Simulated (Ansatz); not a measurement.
`O[SiH2]C(F)F` + H₂Te → `O[SiH2][TeH]` + `FCF`  (ligand exchange at the Si–C bond)

Gas-phase electronic energies from Ansatz, PBE0-D4/def2-TZVP geometries. CBS: MP2 limit from def2 TZ/QZ plus the TZ coupled-cluster correction, frozen cores. This one scheme is used for every species. DFT in def2-TZVPP. B3LYP here is the variant with VWN-RPA as its local correlation; programs differ in this. def2 core potentials past Kr. For Te outer-core shells are correlated without core-valence functions, which leaves a few kJ/mol of doubt a bond. One conformer a species, not always the lowest.

`O[SiH2]C(F)F`:

Z-matrix (Å, degrees):
```
Si
C 1 1.917
O 1 1.641 2 109.6
H 1 1.485 2 106.3 3 -122.5
H 1 1.479 2 109.1 3 116.7
F 2 1.366 1 110.1 3 175.7
F 2 1.373 1 108.9 3 58.1
H 2 1.096 1 115.7 3 -62.3
H 3 0.959 1 117.9 2 -64.8
```

H₂Te:

```xyz
3

Te   -0.605   -0.412   -0.262
H     0.643   -0.710    0.785
H    -0.038    1.122   -0.523
```

`O[SiH2][TeH]`:

Cartesian coordinates in Å:
```
O 1.134 -1.205 -0.290
Si -0.110 -0.424 0.447
Te 0.031 2.065 0.267
H 1.395 -0.898 -1.159
H -1.426 -0.809 -0.121
H -0.013 -0.788 1.877
H -1.011 2.059 -1.021
```

`FCF`:

Cartesian coordinates in Å:
```
F 1.284 0.186 -0.180
C -0.049 0.056 0.003
F -0.342 -1.258 0.122
H -0.328 0.564 0.930
H -0.565 0.453 -0.875
```

| level | ΔE (eV) |
| --- | --- |
| B3LYP-D4 | -0.90 |
| MP2/def2-TZVPP | -1.03 |
| MP2/CBS(def2) | -1.08 |
| CCSD/CBS(def2) | -0.96 |

Task: What does CCSD(T)/CBS give? (Best estimate.)

Result: Computed: -0.97 eV. The listed levels differ from it by 0.07, -0.06, -0.11, 0.01 eV.

Largest T1 diagnostic among the species: 0.012.

From PBE to PBE0 (25 % exact exchange), in def2-TZVPP and without D4, ΔE moves by −0.04 eV.
